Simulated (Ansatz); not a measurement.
A basis-limit estimate, worked out

An elementary step of AlH$_{6}$O$_{4}$F, singlet (AlH₄O₃F ([OH][Al]([OH])([OH2])[F]) + H₂O → AlH₄O₃F ([OH][Al]([OH])([OH2])[F]) + H₂O; bonds formed: O2–H7, O8–H12; bonds broken: O3–H12, H7–O8). “Start” is the structure reached by relaxing down from the saddle towards the reactants; PBE0-D4/def2-TZVP structures. The saddle:

Al1  (-0.473, -0.448, 0.823)
O2  (1.190, -0.610, 0.136)
O3  (-1.001, 0.802, -0.377)
O4  (-1.217, -1.977, 0.699)
H5  (1.562, 1.849, -1.354)
F6  (-0.512, 0.303, 2.311)
H7  (1.315, 0.229, -0.828)
O8  (1.047, 1.062, -1.555)
H9  (1.498, -1.504, -0.024)
H10  (-1.616, 1.487, -0.118)
H11  (-1.788, -2.319, 1.382)
H12  (-0.004, 1.127, -1.095)
(Å)

Ansatz 0.2.0; basis: def2-TZVPP and def2-QZVPP; cores frozen in the correlated methods.

Energies in eV:

| quantity | saddle | start |
| --- | --- | --- |
| Hartree–Fock, triple zeta (X = 3) | -17544.15264 | -17544.71365 |
| Hartree–Fock, quadruple zeta (X = 4) | -17544.90074 | -17545.46632 |
| MP2 correlation, X = 3 | -36.97215 | -36.65041 |
| MP2 correlation, X = 4 | -40.07698 | -39.76103 |
| CCSD(T) correlation, X = 3 | -38.45785 | -38.18171 |

Problem. Work out the barrier at the basis limit: extrapolate Hartree–Fock as E(X) = E∞ + A exp(−7.88 √X) and the MP2 correlation as E(X) = E∞ + B X^−2.97 (the exponents that Neese and Valeev fitted for def2-TZVPP and QZVPP), then add CCSD(T) − MP2 in triple zeta.

Solution. Each step is linear, so take the differences first (saddle − start): Hartree–Fock 0.56101 (X = 3) and 0.56558 (X = 4); MP2 correlation -0.32174 and -0.31595; CCSD(T) correlation -0.27614.
Two points give E∞ = E(4) + w [E(4) − E(3)], with w = 1/(exp(7.88 (2 − √3)) − 1) = 0.1377 for Hartree–Fock and w = 1/((4/3)^2.97 − 1) = 0.7407 for the correlation.
Hartree–Fock: 0.56558 + 0.1377 × 0.00457 = 0.5662 eV.
MP2 correlation: -0.31595 + 0.7407 × 0.00579 = -0.3117 eV.
CCSD(T) − MP2: -0.27614 − (-0.32174) = 0.0456 eV.
Sum: 0.5662 + (-0.3117) + 0.0456 = 0.3001 eV, or 6.92 kcal/mol. Plain CCSD(T) in triple zeta gives 0.2849 eV, so the larger basis shifts the result by 0.0152 eV.

No T1 diagnostic of these runs exceeds 0.011.

Labels in which every atom is bracketed show which atoms are joined, not bond orders.

For scale, one of the runs: CCSD(T)/def2-TZVPP, 281 basis functions, launched by `ansatz run in.yaml --threads 8 --pin off --events-out ev --progress --plain --max-ram 19148MiB`. The run took 3.5 min on 8 CPU threads of an Arm Neoverse V2 (shared host), with 8.9 GiB of host memory at its peak.
